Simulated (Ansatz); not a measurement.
Reactions of C₃H₆BFO (`CB(O)C=CF`).

Computed with Ansatz on PBE0-D4/def2-TZVP structures; ΔE is electronic, products minus reactants. CCSD(T)/CBS adds triple-zeta CCSD(T) − MP2 to the extrapolated MP2 energy (def2 sets, frozen cores). This one scheme is used for every species. Double bonds are as drawn, so ΔE can hold a change between cis and trans. Functionals use def2-TZVPP. One conformer a species, not always the lowest.

```tsv
reaction	CCSD(T)/CBS(def2) (kcal/mol)
`CB(O)/C=C/F` + H₂S → `CB(O)S` + `C=CF`	-10.2
`CB(O)/C=C/F` + `C=C` → `C=C/C=C\F` + `CBO`	8.3
`CB(O)/C=C/F` + CH₃SH → `CSB(C)O` + `C=CF`	?
`CB(O)/C=C/F` + `OCS` → `CB(O)SCO` + `C=CF`	-12.6
`CB(O)/C=C/F` + CH₃OH → `COB(C)O` + `C=CF`	-25.9
```

(1) Fill in the missing values. (An estimate is asked.)

Largest T1 diagnostic: 0.013, for `CB(O)/C=C/F`.

Results:

(1) The calculation gave: `CB(O)/C=C/F` + CH₃SH → `CSB(C)O` + `C=CF`: -11.1 kcal/mol.
